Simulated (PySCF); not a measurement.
## `CCC[SiH]1O[SiH2]O[SiH2]O1`: 4 charge schemes on one density

Compound: C₃H₁₂O₃Si₃.
Z-matrix (Å and degrees, GFN2-xTB geometry), rows numbered from 1:
```
C 
C   1  1.5220
C   2  1.5270  1  112.19
Si  3  1.8899  2  112.88  1    63.72
O   4  1.6299  3  110.84  2   -82.62
Si  5  1.6246  4  130.92  3  -125.97
O   6  1.6240  5  108.87  4     1.37
Si  7  1.6252  6  131.11  5     2.48
O   8  1.6222  7  109.12  6     0.33
H   1  1.0881  2  110.74  3  -179.51
H   1  1.0862  2  110.26  3   -59.00
H   1  1.0876  2  110.32  3    60.32
H   2  1.0916  1  109.40  3   121.07
H   2  1.0938  1  109.13  3  -121.50
H   3  1.0924  2  108.80  1   -59.60
H   3  1.0907  2  108.71  1  -175.48
H   4  1.4605  3  116.91  2    38.60
H   6  1.4544  5  106.66  4   116.84
H   6  1.4536  5  107.29  4  -113.83
H   8  1.4537  7  106.71  6  -115.66
H   8  1.4530  7  107.09  6   115.16
```

Density: PBE0/pcSseg-1 (PySCF); schemes: Mulliken, IAO, Hirshfeld and ESP-fitted. One conformer (not necessarily the lowest) at the GFN2-xTB geometry, without solvent, vibrations or thermal averaging.

Task: Give the atomic charges in each scheme.

Result: In e; atoms taken as equivalent share a row and are averaged (×n: the atom named and its like, n in all):

```csv
atom,environment,Mulliken,IAO,Hirshfeld,ESP-fitted
C1,methyl carbon,-0.288,-0.417,-0.118,-0.294
C2,chain CH2 carbon,-0.280,-0.239,-0.066,+0.176
C3,sp3 carbon bound to silicon,-0.556,-0.573,-0.162,-0.552
Si4,oxygen-bound silicon,+1.146,+1.312,+0.474,+1.103
O5/O9,siloxane oxygen,-0.750,-0.889,-0.307,-0.627
Si6/Si8,oxygen-bound silicon,+1.027,+1.219,+0.467,+0.818
O7,siloxane oxygen,-0.743,-0.895,-0.312,-0.561
H10/H11/H12,methyl hydrogen,+0.117,+0.139,+0.038,+0.071
H13/H14,methylene hydrogen,+0.119,+0.130,+0.036,-0.006
H15/H16,methylene hydrogen,+0.143,+0.151,+0.042,+0.136
H17,Si–H hydrogen,-0.131,-0.173,-0.088,-0.194
H18/H21,Si–H hydrogen,-0.146,-0.163,-0.080,-0.133
H19/H20,Si–H hydrogen,-0.144,-0.164,-0.080,-0.132
```

Mean size of the charges over all atoms: IAO 0.450 e, Mulliken 0.388 e, ESP-fitted 0.324 e, Hirshfeld 0.160 e. Each set sums to the total charge, 0, to within 0.001 e. The IAO scheme counts the electrons in orthogonalised intrinsic atomic orbitals, a minimal basis polarised so that it spans the occupied orbitals exactly. The Mulliken scheme counts on each atom the diagonal of the density matrix times the overlap matrix over that atom's basis functions.

Some averages cover members that differ in this geometry: O5/O9, ESP-fitted -0.656 to -0.598; H15/H16, ESP-fitted +0.116 to +0.155; H13/H14, ESP-fitted -0.021 to +0.009; Si6/Si8, ESP-fitted +0.803 to +0.832 e.

Lowest charge. The schemes don't all agree: Mulliken O5/O9 (-0.750); IAO O7 (-0.895); Hirshfeld O7 (-0.312); ESP-fitted O5/O9 (-0.627).

Highest charge. All schemes agree: Mulliken Si4 (+1.146); IAO Si4 (+1.312); Hirshfeld Si4 (+0.474); ESP-fitted Si4 (+1.103).

Task: How many electrons does the ESP-fitted scheme count on C2?

Result: Z − q = 6 − (+0.176) = 5.824.

Task: How closely do the schemes follow one another over all atoms?

Result: Correlation coefficient and root-mean-square difference: Mulliken with IAO 1.00, 0.094 e; IAO with Hirshfeld 1.00, 0.393 e; Mulliken with Hirshfeld 0.99, 0.305 e; IAO with ESP-fitted 0.97, 0.203 e; Hirshfeld with ESP-fitted 0.97, 0.239 e; Mulliken with ESP-fitted 0.97, 0.139 e.

Task: Sum the charges by element.

Result: 
```tsv
element	atoms	Mulliken	IAO	Hirshfeld	ESP-fitted
C	3	-1.123	-1.229	-0.346	-0.670
Si	3	+3.200	+3.750	+1.408	+2.738
O	3	-2.243	-2.674	-0.925	-1.815
H	12	+0.166	+0.153	-0.137	-0.253
```
